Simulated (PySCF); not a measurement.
Atom-mapped SMILES (the numbers label the heavy atoms): `[F:1][B:2]([F:3])[C:4]1=[CH:5][CH2:6][CH2:7]1` (H(Xn): hydrogen on atom n).

Geometry: PBE0-D3(BJ)/def2-SVP; GIAO absolute shieldings from PySCF 2.14.0 with density-fitted response routines, gas phase, non-relativistic, averaged over equivalent atoms.

At PBE0/6-31G (73 basis functions, 6.2 s wall time on 1 thread of an Arm Neoverse V2, shared host):
```
atoms  σ (ppm)
F1/F3    263.5
   B2     94.8
   C5     35.9
   C4     58.7
   C6    165.7
   C7    167.5
H(C5)    24.87
H(C7)    29.76
H(C6)    29.85
```

**Question.** Predict the values at LC-wPBE/pcSseg-1 on the same geometry.

**Answer.** 
```tsv
atoms	σ at LC-wPBE/pcSseg-1	change
F1/F3	265.8	+2.3
B2	79.9	-14.9
C5	6.6	-29.3
C4	36.2	-22.5
C6	156.9	-8.8
C7	158.3	-9.2
H(C5)	23.72	-1.15
H(C7)	28.74	-1.02
H(C6)	28.77	-1.08
```

The largest change is at C5 (alkene CH). Cost: 144 basis functions, 24 s wall time on 1 thread of an Arm Neoverse V2, shared host. The order of the carbon signals is the same at both levels.

A carbon bonded to boron is broadened by the quadrupolar boron nucleus and is often missing from a measured spectrum.
